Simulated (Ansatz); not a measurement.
The inner images of a band of AlBH5NS (9 atoms, charge 0, multiplicity 1) are given out of order.

Method: RKS PBE0-D4/def2-SVP (Ansatz 0.2.0).

First end point:

```xyz
9
Properties=species:S:1:pos:R:3
B -1.829 0.794 -0.073
S -1.103 0.432 1.516
Al 0.909 -0.328 0.948
N 1.321 -0.654 -0.735
H -2.953 1.231 -0.071
H -1.240 0.624 -1.114
H 1.956 -0.586 2.101
H 2.229 -0.989 -1.037
H 0.712 -0.524 -1.534
```

Last end point:

```xyz
9
Properties=species:S:1:pos:R:3
B -1.838 0.770 -0.074
S -1.093 0.459 1.516
Al 0.905 -0.337 0.950
N 1.340 -0.604 -0.738
H -2.961 1.208 -0.070
H -1.263 0.564 -1.116
H 1.922 -0.672 2.109
H 0.749 -0.423 -1.541
H 2.239 -0.965 -1.038
```

Put them in order from the first end to the last, with their energies above the first end.
A.
```xyz
9
Properties=species:S:1:pos:R:3
B -1.633 1.100 -0.054
S -1.026 0.525 1.526
Al 0.816 -0.577 0.942
N 1.240 -0.899 -0.755
H -2.617 1.798 -0.040
H -1.086 0.810 -1.090
H 1.709 -1.053 2.154
H 2.019 -0.466 -1.238
H 0.580 -1.239 -1.445
```
B.
```xyz
9
Properties=species:S:1:pos:R:3
B -1.523 1.239 -0.038
S -0.890 0.683 1.539
Al 0.767 -0.673 0.930
N 1.241 -0.968 -0.768
H -2.462 1.996 -0.015
H -1.038 0.873 -1.082
H 1.498 -1.357 2.151
H 1.730 -0.266 -1.317
H 0.677 -1.526 -1.402
```
C.
```xyz
9
Properties=species:S:1:pos:R:3
B -1.409 1.376 -0.008
S -0.728 0.845 1.556
Al 0.693 -0.744 0.918
N 1.160 -0.960 -0.781
H -2.307 2.181 0.033
H -1.002 0.949 -1.061
H 1.248 -1.654 2.082
H 1.349 -0.193 -1.416
H 0.997 -1.801 -1.324
```
D.
```xyz
9
Properties=species:S:1:pos:R:3
B -1.731 0.954 -0.063
S -1.122 0.376 1.514
Al 0.857 -0.462 0.947
N 1.256 -0.787 -0.743
H -2.784 1.541 -0.058
H -1.124 0.777 -1.091
H 1.879 -0.742 2.117
H 2.189 -0.739 -1.135
H 0.582 -0.917 -1.488
```
E.
```xyz
9
Properties=species:S:1:pos:R:3
B -1.287 1.508 0.029
S -0.604 0.929 1.575
Al 0.594 -0.818 0.895
N 1.042 -1.003 -0.801
H -2.112 2.386 0.093
H -0.964 1.043 -1.037
H 1.005 -1.892 1.976
H 0.936 -0.293 -1.516
H 1.390 -1.860 -1.214
```

D (+6.8 kJ/mol), A (+25.6 kJ/mol), B (+35.9 kJ/mol), C (+21.7 kJ/mol), E (+2.3 kJ/mol).

Time of the run: 7.4 min on 1 CPU thread of a shared host.
